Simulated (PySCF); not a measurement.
F4Zr, SMILES [F][Zr+]([F])([F])[F] (connectivity only; charge and spin as stated), charge +1, multiplicity 2.

Geometry: B3LYP-D3(BJ)/def2-SVP. The multiplicity is an assumed one; other spin states were not compared. The def2 effective core potentials stand for the cores of Zr; spin–orbit coupling is left out.

The numbers are results of TDA-B3LYP/def2-SVPD run with PySCF, not measurements.

Vertical excitations. Isolated molecule, no solvent.

```
state    energy (eV)  λ (nm)      f                                                   main pairs
-------  -----------  ------  -----  -----------------------------------------------------------
root 1          1.47     845  0.000                       β HOMO−3→LUMO 68 %, β HOMO−5→LUMO 32 %
root 2          2.20     563  0.000                       β HOMO−4→LUMO 63 %, β HOMO−9→LUMO 33 %
root 3          2.40     518  0.000                       β HOMO−8→LUMO 50 %, β HOMO−2→LUMO 49 %
root 4          2.44     508  0.000  β HOMO−1→LUMO 35 %, β HOMO−10→LUMO 35 %, β HOMO−6→LUMO 29 %
root 5          2.86     433  0.000                                             β HOMO→LUMO 97 %
root 6          3.40     365  0.012                      β HOMO−1→LUMO 62 %, β HOMO−10→LUMO 28 %
root 7          3.48     356  0.000                       β HOMO−2→LUMO 50 %, β HOMO−8→LUMO 49 %
root 8          3.61     343  0.000                       β HOMO−5→LUMO 68 %, β HOMO−3→LUMO 32 %
root 9          4.16     298  0.000                       β HOMO−9→LUMO 66 %, β HOMO−4→LUMO 34 %
root 10         4.17     298  0.000                                           β HOMO−7→LUMO 91 %
```
Unrestricted roots are not spin-pure.
